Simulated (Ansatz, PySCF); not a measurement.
Species: dichloro(dihydroxy)silane, sum formula H2SiO2Cl2 (charge 0, singlet). 
Coordinates optimised at B3LYP-D3(BJ)/def2-TZVP (Ansatz, a program for electronic structure):
```xyz
7

Si     0.3365     0.0750    -0.0932
Cl    -0.4038    -0.2838     1.7900
Cl    -1.1959    -0.1068    -1.4220
O      1.0056     1.5567    -0.1249
O      1.4524    -1.0180    -0.5192
H      0.5241     2.2945     0.2587
H      2.2954    -1.0141    -0.0566
```
Charge 0, spin multiplicity 1.

Total electronic energies in hartree. Cores are frozen in the correlated levels unless marked. Spin-orbit coupling is left out. Non-relativistic. CBS(X,Y): correlation extrapolated as X^-3; Hartree-Fock from the larger set. The bracket is a focal-point correction in the basis named.

```json
[
 {"level": "HF/6-31G*", "program": "Ansatz", "energy (Eh)": "-1358.97137"},
 {"level": "HF-D3(BJ)/def2-TZVPD", "program": "PySCF + dftd3", "energy (Eh)": "-1359.21204"},
 {"level": "RI-HF/cc-pV(T+d)Z", "program": "Ansatz", "energy (Eh)": "-1359.17410"},
 {"level": "BLYP-D4/def2-TZVPD", "program": "Ansatz + dftd4", "energy (Eh)": "-1361.85567"},
 {"level": "B3LYP/def2-TZVPD", "program": "Ansatz", "energy (Eh)": "-1361.91873"},
 {"level": "r2SCANh-D4/def2-TZVPD", "program": "Ansatz + dftd4", "energy (Eh)": "-1361.70776"},
 {"level": "M06-2X/def2-TZVPD", "program": "PySCF", "energy (Eh)": "-1361.77492"},
 {"level": "HSE06-D4/def2-TZVPD", "program": "Ansatz + dftd4", "energy (Eh)": "-1361.26891"},
 {"level": "CAM-B3LYP-D4/def2-TZVPD", "program": "Ansatz + dftd4", "energy (Eh)": "-1361.87155"},
 {"level": "wB97M-V/def2-TZVPD", "program": "Ansatz", "energy (Eh)": "-1361.77587"},
 {"level": "B2GP-PLYP/def2-TZVPD", "program": "Ansatz", "energy (Eh)": "-1361.24462"},
 {"level": "B2PLYP-D4/def2-TZVPD", "program": "Ansatz + dftd4", "energy (Eh)": "-1361.40771"},
 {"level": "MP2/STO-3G", "program": "Ansatz", "energy (Eh)": "-1343.86812"},
 {"level": "MP2/cc-pVTZ", "program": "Ansatz", "energy (Eh)": "-1360.13289"},
 {"level": "RI-MP2/aug-cc-pV(Q+d)Z", "program": "Ansatz", "energy (Eh)": "-1360.26752"},
 {"level": "SCS-MP2/cc-pV(T+d)Z", "program": "Ansatz", "energy (Eh)": "-1360.12082"},
 {"level": "SCS-MP2/cc-pwCVTZ", "program": "Ansatz", "energy (Eh)": "-1360.14289"},
 {"level": "CCSD/aug-cc-pV(D+d)Z", "program": "Ansatz", "energy (Eh)": "-1359.91765"},
 {"level": "CCSD/cc-pV(Q+d)Z", "program": "Ansatz", "energy (Eh)": "-1360.28420"},
 {"level": "CCSD(T)/STO-3G", "program": "Ansatz", "energy (Eh)": "-1343.89630"},
 {"level": "CCSD(T)/cc-pV(Q+d)Z", "program": "Ansatz", "energy (Eh)": "-1360.33058"},
 {"level": "RI-MP2/CBS(aug-cc-pV(T+d)Z,aug-cc-pV(Q+d)Z)+[CCSD(T)-MP2]/aug-cc-pV(D+d)Z", "program": "Ansatz", "energy (Eh)": "-1360.3824"},
 {"level": "CCSD(T)/CBS(cc-pV(T+d)Z,cc-pV(Q+d)Z)", "program": "Ansatz", "energy (Eh)": "-1360.3948"}
]
```

Totals of different functionals don't rank their quality; only differences between species are comparable.
